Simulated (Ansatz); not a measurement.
## Worked example: the step energy

An elementary step of BH₂Cl₃, singlet (BHCl₂ ([Cl][BH][Cl]) + HCl → BCl₃ ([Cl][B]([Cl])[Cl]) + H₂; B–H, H–Cl broken or loosened, B–Cl, H–H formed or tightened). “Start” and “end” are the PBE0-D4/def2-TZVP structures reached by relaxing down either side of its saddle point, with the molecules still in contact.

Ansatz 0.2.0; basis: def2-TZVPP and def2-QZVPP; cores frozen in the correlated methods.

Energies in eV:

| quantity | end | start |
| --- | --- | --- |
| Hartree–Fock, triple zeta (X = 3) | -38217.98311 | -38217.66994 |
| Hartree–Fock, quadruple zeta (X = 4) | -38219.05109 | -38218.73783 |
| MP2 correlation, X = 3 | -18.89021 | -18.61368 |
| MP2 correlation, X = 4 | -20.69241 | -20.40482 |
| CCSD(T) correlation, X = 3 | -21.19677 | -21.02120 |

Q: Work out the step energy at the basis limit: extrapolate Hartree–Fock as E(X) = E∞ + A exp(−7.88 √X) and the MP2 correlation as E(X) = E∞ + B X^−2.97 (the exponents that Neese and Valeev fitted for def2-TZVPP and QZVPP), then add CCSD(T) − MP2 in triple zeta.

A: Each step is linear, so take the differences first (end − start): Hartree–Fock -0.31317 (X = 3) and -0.31326 (X = 4); MP2 correlation -0.27653 and -0.28759; CCSD(T) correlation -0.17557.
Two points give E∞ = E(4) + w [E(4) − E(3)], with w = 1/(exp(7.88 (2 − √3)) − 1) = 0.1377 for Hartree–Fock and w = 1/((4/3)^2.97 − 1) = 0.7407 for the correlation.
Hartree–Fock: -0.31326 + 0.1377 × (-0.00009) = -0.3133 eV.
MP2 correlation: -0.28759 + 0.7407 × (-0.01106) = -0.2958 eV.
CCSD(T) − MP2: -0.17557 − (-0.27653) = 0.1010 eV.
Sum: -0.3133 + (-0.2958) + 0.1010 = -0.5081 eV, or -11.72 kcal/mol. Plain CCSD(T) in triple zeta gives -0.4887 eV, so the larger basis shifts the result by -0.0194 eV.

The T1 diagnostic stays at or below 0.012.

Labels in which every atom is bracketed show which atoms are joined, not bond orders.

For scale, one of the runs: CCSD(T)/def2-TZVPP, 185 basis functions, launched by `ansatz run in.yaml --threads 2 --pin off --events-out ev --progress --plain --max-ram 4352MiB`. The run took 43 s on 2 CPU threads of an Arm Neoverse V2 (shared host), with 1.7 GiB of host memory at its peak.
